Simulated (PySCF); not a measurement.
## Broadened absorption spectrum of C6H10BNO2

Compound: C6H10BNO2.
SMILES with atom numbers: `[CH2:1]=[N:2][C@:3]12[CH2:4][C@:5]([B:6]([OH:7])[OH:8])([CH2:9]1)[CH2:10]2` (hydrogens: H11, H12 on C1; H13, H14 on C4; H15 on O7; H16 on O8; H17, H18 on C9; H19, H20 on C10)

Structure used (PBE0-D3(BJ)/def2-SVP), in Å, numbered top down from 1:
```xyz
20
C6H10BNO2 angstrom
C      3.2864   -0.6762    0.1011
N      2.5368    0.2449    0.5321
C      1.1503    0.1641    0.2655
C      0.0399    0.1543    1.3364
C     -0.7077    0.1582   -0.0219
B     -2.2500    0.1608   -0.3001
O     -3.1032    0.1970    0.7634
O     -2.6578    0.1313   -1.6025
C      0.3256   -0.9012   -0.5074
C      0.3243    1.2357   -0.4734
H      2.9139   -1.5417   -0.4826
H      4.3677   -0.6358    0.3000
H     -0.0514    1.0607    1.9537
H     -0.0434   -0.7604    1.9440
H     -4.0392    0.2003    0.5430
H     -3.6095    0.1416   -1.7385
H      0.2440   -1.9001   -0.0481
H      0.4799   -0.9643   -1.5960
H      0.4981    1.3273   -1.5569
H      0.2518    2.2191    0.0162
```

Computed with TDDFT PBE0/def2-SVPD, vertical, gas phase, core orbitals frozen in the response in PySCF 2.14.0, density-fitted response routines.

Computed states:

```json
{"state": "S1", "E (eV)": "4.73", "f": "0.0015"}
{"state": "S2", "E (eV)": "6.09", "f": "0.0073"}
{"state": "S3", "E (eV)": "6.85", "f": "0.0012"}
{"state": "S4", "E (eV)": "6.89", "f": "0.0003"}
{"state": "S5", "E (eV)": "7.10", "f": "0.355"}
{"state": "S6", "E (eV)": "7.15", "f": "0.0077"}
{"state": "S7", "E (eV)": "7.17", "f": "0.0044"}
{"state": "S8", "E (eV)": "7.29", "f": "0.054"}
{"state": "S9", "E (eV)": "7.42", "f": "0.039"}
{"state": "S10", "E (eV)": "7.44", "f": "0.0049"}
```

Broadening: Gaussians 0.3 eV wide at half height, area fixed by f = 4.319×10⁻⁹ ∫ε dν̃. The width is an assumption, not a result. The curve ends short of the highest state used, and states not computed would add to its high-energy end.

Q: What does the envelope look like, and where are its maxima?

A: 
(E (eV), ε (L mol⁻¹ cm⁻¹)): (4.28, 0), (4.35, 2), (4.42, 7), (4.50, 27), (4.57, 61), (4.64, 104), (4.72, 132), (4.79, 118), (4.86, 77), (4.94, 33), (5.01, 11), (5.08, 3), (5.16, 0), (5.23, 0), (5.30, 0), (5.38, 0), (5.45, 0), (5.52, 0), (5.60, 0), (5.67, 3), (5.74, 16), (5.82, 72), (5.89, 196), (5.96, 395), (6.03, 590), (6.11, 645), (6.18, 504), (6.25, 292), (6.33, 108), (6.40, 33), (6.47, 9), (6.55, 11), (6.62, 47), (6.69, 217), (6.77, 1125), (6.84, 3861)

Maxima: 262 nm (4.73 eV), ε about 130, made up of S1 (100%); 204 nm (6.09 eV), ε about 650, made up of S2 (100%) (ε in L mol⁻¹ cm⁻¹; maxima over ε = 5, shares over 10%). At its high-energy end, 6.84 eV, the curve is still rising (ε about 3900, from S5).

Q: What would ε be at 6.09 eV, the highest of these maxima, with half the width (0.15 eV)?

A: About 1310 L mol⁻¹ cm⁻¹ against 654, a factor of about 2.00; a lone state at its own centre would give exactly 2.

Q: On this curve, what absorbance would a 10⁻⁵ mol/L sample give at 266 nm over a 1 cm path?

A: 266 nm is 4.661 eV, where ε is about 110 L mol⁻¹ cm⁻¹, so A = ε c l ≈ 0.0011 (Beer–Lambert, with the gas-phase spectrum and the assumed width).

Q: Coming from long wavelengths, where does ε first pass 100 L mol⁻¹ cm⁻¹?

A: At about 268 nm (4.63 eV), 0.09 eV below S1.

All these states lie below the vertical ionisation energy of 8.95 eV (ΔSCF).

On an Arm Neoverse N1 with one thread, shared host with 64 logical CPUs at a one-minute load of 60, this took 11 min of wall time (with the writing of density and orbital grids) and 1.2 GiB of memory at its peak.

One conformer stands for the species.
